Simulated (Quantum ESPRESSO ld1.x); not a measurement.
Q: Cl, configuration [Ne] 3s2 3p4.5 4p0.5 (fractional occupations, a model configuration). Calculated with ld1.x of Quantum ESPRESSO 7.5: non-relativistic Kohn-Sham, exchange-only PBE, spin-unpolarised, spherical densities, point nucleus. Some entries of the table are withheld. Estimate them.

| orbital | occ. | eigenvalue (eV) | <r> (bohr) | <r^2> (bohr^2) |
|---|---|---|---|---|
| 1s | 2 | -2744.77 | 0.09141 | 0.01123 |
| 2s | 2 | -254.232 | 0.4466 | 0.2370 |
| 2p | 6 | -194.957 | 0.4077 | 0.2071 |
| 3s | 2 | -23.3310 | 1.521 | 2.690 |
| 3p | 4.5 | -11.1956 | 1.792 | 3.855 |
| 4s | 0 | -1.6383 | (1) | 42.22 |
| 4p | 0.5 | -0.5871 | 9.714 | 112.2 |
| 3d | 0 | -0.0869 | 18.26 | (2) |

A: 
(1) 4s <r> (bohr): 6.016
(2) 3d <r^2> (bohr^2): 390.0
